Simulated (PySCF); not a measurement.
2-hydroxy-1,3,2-dioxaborolane (C2H5BO3), SMILES OB1OCCO1.

Coordinates come from a PBE0-D3(BJ)/def2-SVP optimisation. The geometry has at least one imaginary mode, so it is a saddle point at that level. The values are those of a single conformer.

Method: PySCF with r2SCAN/def2-TZVP.

Symmetry labels are those of the subgroup Cs that the program uses (full group Cs).

Computed valence orbital energies around the gap with their symmetry:
```tsv
orbital	symmetry	energy (eV)
HOMO−7	A'	-11.47
HOMO−6	A"	-10.46
HOMO−5	A"	-9.64
HOMO−4	A'	-9.36
HOMO−3	A'	-8.60
HOMO−2	A'	-8.33
HOMO−1	A"	-7.71
HOMO	A"	-6.73
LUMO	A'	0.43
LUMO+1	A'	1.37
LUMO+2	A"	1.68
LUMO+3	A'	2.10
```
